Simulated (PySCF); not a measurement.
# Electron correlation in Ag³⁺ (silver, charge +3)

[Kr] 4d8, high-spin 3F determinant. Computed with PySCF 2.14 in aug-cc-pwCVDZ-PP with ECP28MDF (6s6p5d3f, 70 functions), with scalar relativity through the core potential. Frozen: 4s2 4p6; 8 electrons correlated.

| level | correlation energy (mhartree) |
| --- | --- |
| CCSD | -205.59 |
| (T) | -2.58 |
| CCSD(T) | -208.17 |

Diagnostics: T1 = 0.00082, D1 = 0.0012, largest double amplitude 0.014.

Cost of the coupled-cluster step: of the order of 4 core-seconds, for 8 correlated electrons.

Iterations:

```
CC2 = 0
CCSD nocc = (np.int64(5), np.int64(3)), nmo = (66, 66)
frozen orbitals [[0, 1, 2, 3], [0, 1, 2, 3]]
max_cycle = 100
direct = 0
conv_tol = 1e-08
conv_tol_normt = 1e-06
diis_space = 8
diis_start_cycle = 0
Init t2, MP2 energy = -0.205406973084752
Init E_corr(UCCSD) = -0.205406973085985
cycle = 1  E_corr(UCCSD) = -0.204974072225507  dE = 0.00043290086  norm(t1,t2) = 0.010288
cycle = 2  E_corr(UCCSD) = -0.205461599456041  dE = -0.000487527231  norm(t1,t2) = 0.00314244
cycle = 3  E_corr(UCCSD) = -0.205596667162502  dE = -0.000135067706  norm(t1,t2) = 0.00139436
cycle = 4  E_corr(UCCSD) = -0.205595280535804  dE = 1.3866267e-06  norm(t1,t2) = 0.000326181
cycle = 5  E_corr(UCCSD) = -0.205591038723738  dE = 4.24181207e-06  norm(t1,t2) = 7.4511e-05
cycle = 6  E_corr(UCCSD) = -0.205592119074187  dE = -1.08035045e-06  norm(t1,t2) = 2.45143e-05
cycle = 7  E_corr(UCCSD) = -0.20559209925034  dE = 1.98238463e-08  norm(t1,t2) = 4.3615e-06
cycle = 8  E_corr(UCCSD) = -0.205592055991644  dE = 4.32586961e-08  norm(t1,t2) = 8.38673e-07
cycle = 9  E_corr(UCCSD) = -0.205592060949298  dE = -4.95765373e-09  norm(t1,t2) = 1.75404e-07
UCCSD converged
E(UCCSD) = -144.0941026835193  E_corr = -0.205592060949298
UCCSD(T) correction = -0.00257932873862982
```
